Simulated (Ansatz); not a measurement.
Job for Ansatz (an electronic-structure program): R-wB97M-V/def2-TZVPP on H2Se2 (SMILES [SeH][SeH]), a point of a torsion scan.

Ansatz 0.2 input:
```yaml
crystal:
  periodic: [false, false, false]
  atoms:
    - {symbol: Se, position_ang: [-1.10696163, 0.58713587, 0.38559648]}
    - {symbol: Se, position_ang: [1.10285738, 0.58934503, -0.39455488]}
    - {symbol: H, position_ang: [-1.51328537, -0.58833733, -0.35520943]}
    - {symbol: H, position_ang: [0.95609979, -0.58587123, -1.22699956]}
basis:
  gaussian:
    orbitals: def2-TZVPP
hamiltonian:
  xc: {name: wB97M-V}
scf: {lower_state_search: off}
```

Predict the final total energy.

-4804.0304 hartree.
